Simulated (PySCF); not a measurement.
# As: excitation energy

As [Ar] 3d10 4s2 4p3 (4S) → As [Ar] 3d10 4s2 4p2 5s1 (4P), as a difference of total energies. All numbers are calculated (PySCF 2.14, scalar relativity through the core potential, in aug-cc-pVTZ-PP with one added diffuse shell each of s, d, f type with ECP10MDF (7s5p5d3f, 68 functions)). Correlated levels: valence: 3s2 3p6 3d10 frozen. The calculations carry no spin-orbit coupling.

```tsv
method	excitation energy (eV)
UHF	6.160
LDA	6.227
PBE0	6.313
r2SCAN	6.576
BP86	6.195
PBEsol	6.241
B3LYP	6.185
MP2 (valence)	6.436
SCS-MP2 (valence)	6.358
```

Q: Estimate what PBE gives.

A: 6.169 eV, closest to UHF among the rows shown.

Q: Estimate what M06-L gives.

A: 6.512 eV, closest to r2SCAN among the rows shown.

Errors of the correlated levels include the incompleteness of this basis and the frozen core.

For comparison: 6.460 eV (measured; NIST levels, between the centres of gravity of the two terms).
